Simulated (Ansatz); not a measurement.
Process, species as SMILES: C[SiH-]B(O)O → [CH2-][SiH2]B(O)O
Each molecule is optimised on its own at B3LYP-D3(BJ)/def2-TZVP (Ansatz, a quantum-chemistry and plane-wave program), one conformer each, not searched for the lowest.

Property: isomerisation energy (electronic energy difference), in kcal/mol. Valence correlation only, unless marked. No spin-orbit coupling. No relativistic terms. Anions need diffuse functions: aug- sets have them; def2-D sets add few; the other sets have none. CBS(X,Y): correlation extrapolated as X^-3; Hartree-Fock from the larger set.

```tsv
level	program	isomerisation energy (kcal/mol)
HF/cc-pVTZ	Ansatz	14.6
HF/cc-pwCVTZ	Ansatz	13.3
PBE/def2-TZVPD	Ansatz	8.8
BLYP-D3(BJ)/def2-TZVPD	Ansatz + dftd3	8.9
BLYP/def2-TZVPD	Ansatz	9.0
revPBE-D3(BJ)/def2-TZVPD	Ansatz + dftd3	9.5
r2SCAN-D3(BJ)/def2-TZVPD	Ansatz + dftd3	8.6
PBE0/STO-3G	Ansatz	18.6
PBE0-D3(BJ)/def2-TZVP	Ansatz + dftd3	9.3
r2SCANh-D4/def2-TZVPD	Ansatz + dftd4	8.9
B2GP-PLYP-D3(BJ)/def2-TZVPD	Ansatz + dftd3	8.9
B2GP-PLYP-D4/def2-TZVPD	Ansatz + dftd4	8.9
RI-MP2/aug-cc-pV(T+d)Z	Ansatz	7.9
SCS-MP2/STO-3G	Ansatz	29.9
SCS-MP2/6-31G*	Ansatz	16.7
SCS-MP2/aug-cc-pV(D+d)Z	Ansatz	9.7
SCS-MP2/aug-cc-pV(T+d)Z	Ansatz	8.8
SCS-MP2/aug-cc-pV(Q+d)Z	Ansatz	8.1
CCSD/aug-cc-pV(T+d)Z	Ansatz	11.2
CCSD/cc-pV(Q+d)Z	Ansatz	10.6
CCSD(T)/CBS(aug-cc-pV(T+d)Z,aug-cc-pV(Q+d)Z)	Ansatz	9.3
```
